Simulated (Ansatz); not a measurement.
Start from `OC1(F)BC1` and change one atom or group to get `OC1(O)BC1`.

Ansatz, PBE0-D4/def2-TZVP geometries, multiplicity 1. Each molecule was computed in one conformer, which needn't be the lowest.

| property | `OC1(F)BC1` |
| --- | --- |
| size of the dipole moment (ωB97M-V/def2-TZVPP) / D | 2.19 |
| LUMO energy (PBE/def2-TZVPP) / eV | -3.05 |
| HOMO–LUMO gap (B3LYP/def2-TZVPP) / eV | 5.02 |
| zero-point energy (PBE0-D4/def2-TZVP) / kJ/mol | 158.6 |
| LUMO energy (PBE0/def2-TZVPP) / eV | -2.01 |
| HOMO energy (PBE/def2-TZVPP) / eV | -6.04 |

Question: What does the change do to each property? (Best estimate.)

Answer: The calculation gave: 
```
                                          property  `OC1(O)BC1`  shift
size of the dipole moment (ωB97M-V/def2-TZVPP) / D         0.26  -1.93
                 LUMO energy (PBE/def2-TZVPP) / eV        -2.63   0.42
             HOMO–LUMO gap (B3LYP/def2-TZVPP) / eV         4.98  -0.04
    zero-point energy (PBE0-D4/def2-TZVP) / kJ/mol        192.1   33.5
                LUMO energy (PBE0/def2-TZVPP) / eV        -1.60   0.41
                 HOMO energy (PBE/def2-TZVPP) / eV        -5.68   0.36
```

The zero-point energy changes by 33.5 kJ/mol with +3 modes. Dipoles are sizes alone; their direction can turn.

B3LYP here is the variant with VWN-RPA as its local correlation; programs differ in this.
